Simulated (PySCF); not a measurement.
**Excitation energy of He⁺ by level of theory**

He⁺ 1s1 (2S) → He⁺ 2p1 (2P), as a difference of total energies. Computed with PySCF 2.14 in x2c-QZVPPall with one added diffuse shell each of s, p, d type (5s4p3d1f, 39 functions), with scalar relativity by spin-free X2C-1e. The calculations carry no spin-orbit coupling.

```tsv
method	excitation energy (eV)	error (eV)
UHF	41.138	+0.324
LDA	39.366	-1.448
PBE	40.230	-0.584
PBE0	40.450	-0.364
r2SCAN	40.601	-0.213
LC-wPBE	40.576	-0.238
TPSS	40.427	-0.387
BLYP	40.240	-0.574
HSE06	40.466	-0.348
```

Reference: 40.814 eV (measured; NIST levels, between the centres of gravity of the two terms).
